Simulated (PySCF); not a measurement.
**A small calculation by hand: chemical shift, span and skew from a shielding tensor**

CHBrClF, SMILES F[C@H](Cl)Br. Atoms are numbered in the order given.

```xyz
5

C     -0.5990    -0.4728     0.3775
F     -0.9173    -1.5475    -0.3534
Cl    -1.7825     0.8228     0.1053
Br     1.2215     0.1001    -0.0663
H     -0.5987    -0.7246     1.4449
```

Coordinates come from a B3LYP-D3(BJ)/def2-SVP optimisation.

GIAO shieldings from PySCF with PBE0/pcSseg-1, non-relativistic, no solvent. The symmetric part of the tensor of F2 has the principal values 150.8, 299.8, 324.1 ppm. The same nucleus in CFCl3 has σ = 167.2 ppm at this level (PySCF, at its B3LYP-D3(BJ)/def2-TZVP geometry). Without spin–orbit terms, shifts of atoms bonded to Cl or Br come out too high.

Question: Work out the isotropic shielding, the ¹⁹F shift against CFCl3, the span and the skew.

Answer: 
σ(iso) = (σ11 + σ22 + σ33)/3 = 258.2 ppm. δ = σ(ref) − σ(iso) = 167.2 − (258.2) = -91.0 ppm.
Span Ω = σ33 − σ11 = 173.3 ppm. Skew κ = 3(σ(iso) − σ22)/Ω = -0.72. Tumbling in solution averages the tensor to δ; in a static solid the shielding alone would spread this spin-1/2 line over Ω.
